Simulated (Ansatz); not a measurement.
Consider the ligand exchange at the Si–C bond: `OC(F)(F)[SiH2]Cl` + `CC(N)=O` → `CC(=O)N[SiH2]Cl` + `OC(F)F`.

Program: Ansatz. Geometries: PBE0-D4/def2-TZVP. ΔE: electronic, gas phase. CCSD(T)/CBS is the MP2 limit (def2-TZVPP, def2-QZVPP) plus CCSD(T) − MP2 in def2-TZVPP, frozen cores. Functionals use def2-TZVPP. B3LYP here is the variant with VWN-RPA as its local correlation; programs differ in this. One conformer a species, not always the lowest.

| level | ΔE (kJ/mol) |
| --- | --- |
| B3LYP-D4 | -92.0 |
| CCSD/def2-TZVPP | -104.2 |

Task: What does CCSD(T)/CBS give? (An estimate is asked.)

Result: The calculation gave: -100.7 kJ/mol. The listed levels differ from it by 8.7, -3.5 kJ/mol.

Largest T1 diagnostic among the species: 0.014.

From PBE to PBE0 (25 % exact exchange), in def2-TZVPP and without D4, ΔE moves by −8.6 kJ/mol.
